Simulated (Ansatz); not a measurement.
`O[Si](O)(F)O[SiH2]` radical. Total charge 0; spin multiplicity 2.

Z-matrix (Å, degrees):
```
Si
O 1 1.623
F 1 1.587 2 108.2
O 1 1.618 2 109.0 3 121.3
O 1 1.610 2 113.3 3 -118.2
H 2 0.958 1 118.6 3 43.2
H 4 0.958 1 118.4 2 -41.5
Si 5 1.644 1 144.9 2 -113.9
H 8 1.490 5 107.1 1 169.0
H 8 1.492 5 109.9 1 48.8
```

(1) Give the diagnostics of a CCSD(T)/def2-TZVPP run (frozen core, Ansatz 0.2.0). (Estimate.)

Answers

(1) Computed: T1 = 0.0127, largest single amplitude 0.026, largest double 0.014, (T) share of the correlation energy 3.2 %, 10 CCSD cycles. ⟨S²⟩ of the UHF reference is 0.754 against 0.75 for a pure state. T1 lies under the customary mark of 0.045 for open shells.
